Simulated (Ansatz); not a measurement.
The cluster CrO₂⁻. Total charge -1; doublet. Geometry PBE0-D4/def2-TZVPD.

```xyz
3

Cr    0.7132   -0.2166   -0.8431
O    -0.9129   -0.0668   -0.0012
O     0.1998    0.2834    0.8444
```

B3LYP takes the VWN-RPA correlation. The structure holds one bond between oxygen atoms, so isomers without such links may lie far lower. At PBE-D4/def2-TZVPD, r2SCAN-D4/def2-TZVPD, B3LYP-D4/def2-TZVPD, PBE0-D4/def2-TZVPD the charge -1 doublet is spin-contaminated (final ⟨S²⟩ up to 2.63, 0.75 for a pure state). At PBE-D4/def2-TZVPD, r2SCAN-D4/def2-TZVPD, B3LYP-D4/def2-TZVPD, PBE0-D4/def2-TZVPD the highest occupied level of the charge -1 doublet lies above zero (up to 1.42 eV). The electron is either unbound and held by the finite basis, or the level is raised by self-interaction error. Another isomer (quartet) lies 4.81 eV lower at PBE0-D4/def2-TZVPD; other spin states weren't run for this one.

Task: Estimate the α-spin orbital energies around the gap (eV) in Ansatz with PBE-D4/def2-TZVPD, r2SCAN-D4/def2-TZVPD, B3LYP-D4/def2-TZVPD, PBE0-D4/def2-TZVPD.

Result: 
```json
{"orbital": "HOMO−5", "PBE-D4/def2-TZVPD": "-4.45", "r2SCAN-D4/def2-TZVPD": "-4.62", "B3LYP-D4/def2-TZVPD": "-5.45", "PBE0-D4/def2-TZVPD": "-5.73"}
{"orbital": "HOMO−4", "PBE-D4/def2-TZVPD": "-2.06", "r2SCAN-D4/def2-TZVPD": "-2.02", "B3LYP-D4/def2-TZVPD": "-2.62", "PBE0-D4/def2-TZVPD": "-2.81"}
{"orbital": "HOMO−3", "PBE-D4/def2-TZVPD": "-0.51", "r2SCAN-D4/def2-TZVPD": "-0.67", "B3LYP-D4/def2-TZVPD": "-1.73", "PBE0-D4/def2-TZVPD": "-2.22"}
{"orbital": "HOMO−2", "PBE-D4/def2-TZVPD": "0.27", "r2SCAN-D4/def2-TZVPD": "-0.25", "B3LYP-D4/def2-TZVPD": "-1.36", "PBE0-D4/def2-TZVPD": "-1.75"}
{"orbital": "HOMO−1", "PBE-D4/def2-TZVPD": "0.54", "r2SCAN-D4/def2-TZVPD": "0.16", "B3LYP-D4/def2-TZVPD": "-0.60", "PBE0-D4/def2-TZVPD": "-1.03"}
{"orbital": "HOMO", "PBE-D4/def2-TZVPD": "0.97", "r2SCAN-D4/def2-TZVPD": "0.63", "B3LYP-D4/def2-TZVPD": "-0.27", "PBE0-D4/def2-TZVPD": "-0.45"}
{"orbital": "LUMO", "PBE-D4/def2-TZVPD": "1.92", "r2SCAN-D4/def2-TZVPD": "2.14", "B3LYP-D4/def2-TZVPD": "2.39", "PBE0-D4/def2-TZVPD": "2.66"}
{"orbital": "LUMO+1", "PBE-D4/def2-TZVPD": "2.14", "r2SCAN-D4/def2-TZVPD": "2.56", "B3LYP-D4/def2-TZVPD": "2.93", "PBE0-D4/def2-TZVPD": "3.25"}
{"orbital": "LUMO+2", "PBE-D4/def2-TZVPD": "2.25", "r2SCAN-D4/def2-TZVPD": "2.85", "B3LYP-D4/def2-TZVPD": "3.23", "PBE0-D4/def2-TZVPD": "3.55"}
{"orbital": "LUMO+3", "PBE-D4/def2-TZVPD": "3.27", "r2SCAN-D4/def2-TZVPD": "3.62", "B3LYP-D4/def2-TZVPD": "3.96", "PBE0-D4/def2-TZVPD": "4.29"}
{"orbital": "LUMO+4", "PBE-D4/def2-TZVPD": "3.49", "r2SCAN-D4/def2-TZVPD": "3.62", "B3LYP-D4/def2-TZVPD": "4.03", "PBE0-D4/def2-TZVPD": "4.39"}
{"orbital": "LUMO+5", "PBE-D4/def2-TZVPD": "3.77", "r2SCAN-D4/def2-TZVPD": "3.99", "B3LYP-D4/def2-TZVPD": "4.04", "PBE0-D4/def2-TZVPD": "4.54"}
{"orbital": "β HOMO", "PBE-D4/def2-TZVPD": "1.42", "r2SCAN-D4/def2-TZVPD": "1.18", "B3LYP-D4/def2-TZVPD": "0.49", "PBE0-D4/def2-TZVPD": "0.30"}
{"orbital": "β LUMO", "PBE-D4/def2-TZVPD": "2.31", "r2SCAN-D4/def2-TZVPD": "2.43", "B3LYP-D4/def2-TZVPD": "2.86", "PBE0-D4/def2-TZVPD": "2.97"}
```
